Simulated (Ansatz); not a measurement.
`C[C](=N)[InH2]` at its PBE0-D4/def2-TZVP geometry, where that method's forces vanish. Charge 0, multiplicity 1. In: def2 effective core potential.

```json
{"atom": "C1", "x (Å)": "0.681", "y (Å)": "0.134", "z (Å)": "-1.369"}
{"atom": "C2", "x (Å)": "-0.034", "y (Å)": "0.175", "z (Å)": "-0.066"}
{"atom": "N3", "x (Å)": "-0.679", "y (Å)": "1.168", "z (Å)": "0.401"}
{"atom": "In4", "x (Å)": "-0.480", "y (Å)": "-1.038", "z (Å)": "1.665"}
{"atom": "H5", "x (Å)": "0.280", "y (Å)": "-0.670", "z (Å)": "-1.993"}
{"atom": "H6", "x (Å)": "1.739", "y (Å)": "-0.091", "z (Å)": "-1.211"}
{"atom": "H7", "x (Å)": "0.593", "y (Å)": "1.085", "z (Å)": "-1.910"}
{"atom": "H8", "x (Å)": "-0.689", "y (Å)": "2.003", "z (Å)": "-0.199"}
{"atom": "H9", "x (Å)": "-1.974", "y (Å)": "-1.889", "z (Å)": "1.660"}
{"atom": "H10", "x (Å)": "0.564", "y (Å)": "-0.878", "z (Å)": "3.022"}
```

Q: For each bond, give half the difference of the two atoms' forces along it (eV/Å; positive pushes the atoms apart) under PBE-D4, r2SCAN-D4, B3LYP-D4, ωB97M-V in def2-TZVPP. (Estimate.)

A: Ansatz gave: 
```csv
bond,length (Å),PBE-D4,r2SCAN-D4,B3LYP-D4,ωB97M-V
C1–C2,1.486,-0.21,-0.04,0.08,0.21
C1–H5,1.094,0.11,-0.02,-0.06,-0.09
C1–H6,1.094,0.11,-0.02,-0.06,-0.09
C1–H7,1.097,0.14,-0.02,-0.04,-0.11
C2–N3,1.273,0.51,0.24,0.06,0.14
C2–In4,2.161,0.12,0.06,0.13,-0.11
N3–H8,1.028,0.23,0.05,-0.06,-0.11
In4–H9,1.719,0.03,-0.04,-0.02,-0.06
In4–H10,1.719,0.03,-0.04,-0.02,-0.06
```

B3LYP here is the variant with VWN-RPA as its local correlation; programs differ in this.
